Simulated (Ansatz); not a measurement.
## Match the barriers

Saddle point of CH₆GeO, closed shell (CH₆GeO ([CH3][OH][GeH2]) → CH₄GeO ([CH3][O][GeH]) + H₂; bonds formed: H2–H5; dative contacts that become bonds: Ge1–O3; bonds broken: Ge1–H5, H2–O3), PBE0-D4/def2-TZVP structure:

```csv
atom,x (Å),y (Å),z (Å)
Ge1,-0.9422,-0.9572,1.0812
H2,-0.9971,-0.1522,-0.5808
O3,0.3125,-0.4263,-0.3660
C4,1.0389,0.7503,-0.0976
H5,-1.8982,-0.1148,-0.2554
H6,-1.2424,-2.3122,0.3076
H7,0.3816,1.5978,0.1452
H8,1.6258,1.0123,-0.9816
H9,1.7209,0.6024,0.7475
```

Ansatz 0.2.0; basis: def2-TZVPP, with def2-QZVPP for the basis limit; cores frozen in the correlated methods. Filled d shells of the heavier atoms are correlated. The def2 sets are not built for correlating such inner shells, so the correlated values are less sure here. Extrapolation: Hartree–Fock as exp(−7.88 √X), correlation as X^−2.97. Four methods, as single points on the PBE0-D4 structures, gave these electronic barriers from the start structure: 18.11, 22.61, 28.32, 37.53 kcal/mol.

Task: The methods were, in alphabetical order, BHLYP-D4, HF, PBE-D4, PBE0-D4. Which gave which? (A judgement: the text doesn't fix the answer.)

Result: Computed: PBE-D4 18.11; PBE0-D4 22.61; BHLYP-D4 28.32; HF 37.53 kcal/mol. For comparison, CCSD(T) at an estimated basis limit (MP2 extrapolated from triple and quadruple zeta, plus CCSD(T) − MP2 in triple zeta) gives 24.46 kcal/mol.

No T1 diagnostic of these runs exceeds 0.016.

Labels in which every atom is bracketed show which atoms are joined, not bond orders.

For scale, one of the runs: CCSD(T)/def2-TZVPP, 194 basis functions, launched by `ansatz run in.yaml --threads 4 --pin off --events-out ev --progress --plain --max-ram 9574MiB`. Hardware: 4 CPU threads of an Arm Neoverse V1, shared host. Wall time 53 s; peak host memory 2.3 GiB.
